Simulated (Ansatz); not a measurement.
System: SiF2, charge 1, doublet. SiF2+ (parent SMILES [Si](F)F, doublet).
B3LYP-D3(BJ)/def2-TZVP minimum from Ansatz (a program for electronic structure):
```xyz
3

F     -1.3239    -0.3705     0.0614
Si    -0.0116     0.4321    -0.0096
F      1.3419    -0.3015    -0.0464
```
Charge +1, spin multiplicity 2.

Total energies in cc-pV(D+d)Z, 17 correlated electrons, 7 frozen orbitals. UHF or UKS for unpaired electrons; spin-orbit terms are left out. Correlated methods leave the cores frozen. No relativity.

```csv
method,program,energy (Eh),minus CCSDT(Q) (mEh)
HF,Ansatz,-487.54148,451.75
MP2,Ansatz,-487.97886,14.38
CCSD,Ansatz,-487.98211,11.12
CCSD(T),Ansatz,-487.99141,1.82
CCSDT(Q),Ansatz,-487.99323,0.00
```

Rough core times of Ansatz's runs on a shared machine: CCSD(T) under 20 s, CCSDT(Q) 2 min.
